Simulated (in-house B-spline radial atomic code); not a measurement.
Au⁺. Computed with a B-spline radial atomic code. Model: non-relativistic spherical atom: semilocal Troullier-Martins pseudo-atom, one channel per l, against all electrons, high spin, G0W0 and RPA with empty states to l = 8, local potential for every l without a channel, a model core (radius 0 = none) keeps its share of the functional.

The core holds an angular momentum without a channel of its own, so the local potential lets valence electrons into it.

Without relativity these are model numbers for so heavy an element.

What the tables leave out is listed at the end.

The pseudopotential gives back the lowest level of each angular momentum of its own functional in the configuration it was made in; a second state of the same l is only approximately right. Exact exchange, RPA and GW see the smooth pseudo-orbitals and miss the exchange with the core, for which the functional's share stands in. The column with an uncorrelated core keeps all orbitals and exact exchange, and so separates missing core correlation from pseudisation. Only the three outermost levels and the lowest empty one were computed. RPA here is direct RPA, with no exchange kernel, and its energies carry an (l + 1/2)⁻⁴ tail. A hybrid on a potential with a model core restores only its own semilocal share of the core's exchange.

Command:
```bash
python run_psgw.py task.json out
```
Settings (lengths in bohr, energies in hartree):
```
Z                      79
electrons              78
configuration          [Xe] 4f14 5d10
generated_in           [Xe] 4f14 5d10 6s1
functional             pbe,pbe
core_shells            11
radius_factor          1
core_correction        True
```

Run time, properties included: 22 s on 1 thread of Intel(R) Xeon(R) Platinum 8488C (Sapphire Rapids), on a shared host.

Given: made with PBE; model core radius 0.798 bohr; local radius 1.251 bohr; mean-field start PBE0.

Valence shells of the generating configuration: 5p, 5d, 6s.

Channel: s 2.7, p 0.995, d 1.215 (radii in bohr).

Computed: largest level miss in the spin-unpolarised generating configuration 0 eV; valence RPA correlation energy pseudo -1.1494 hartree; all-electron RPA polarisability, core included 9.6023 bohr³; pseudo-atom RPA polarisability 9.942 bohr³.

```
     level  occupied  mean-field all-electron (eV)  mean-field pseudo minus all (eV)  G0W0 all-electron (eV)  G0W0 uncorrelated core minus all (eV)  G0W0 pseudo minus all (eV)  exchange self-energy all-electron (eV)  exchange self-energy pseudo (eV)
        5d         1                       -17.552                             0.129                 -21.845                                  0.118                       0.733                                 -33.275                           -26.449
6s (empty)         0                        -9.385                            -0.499                 -7.3103                                  0.037                      -0.973                                 -3.3995                           -4.1126
```

(1) What is the valence RPA correlation energy all-electron orbitals?

Answers

(1) -0.85578 hartree.

Among the listed levels the largest G0W0 shift of the pseudo-atom is -0.97 eV, for 6s (empty) on the PBE0 start, while leaving the core uncorrelated moves that level by +0.04 eV. So pseudisation and the lost core exchange, not the missing core correlation, make the error. Not in the tables (levels of low weight, unsolved or above zero; the highest and the empty levels are kept at any weight): on PBE, a start not tabulated, the G0W0 levels 5d (pseudo minus all +0.71 eV, weights 0.62 and 0.42), 5p (pseudo minus all +1.50 eV, weights 0.31 and 0.15), 6s (pseudo minus all -0.87 eV, weights 0.94 and 0.94); on PBE0 the G0W0 levels 5p (pseudo minus all +1.84 eV, weights 0.23 and 0.10); no Hartree-Fock pseudo-atom is run with a model core.
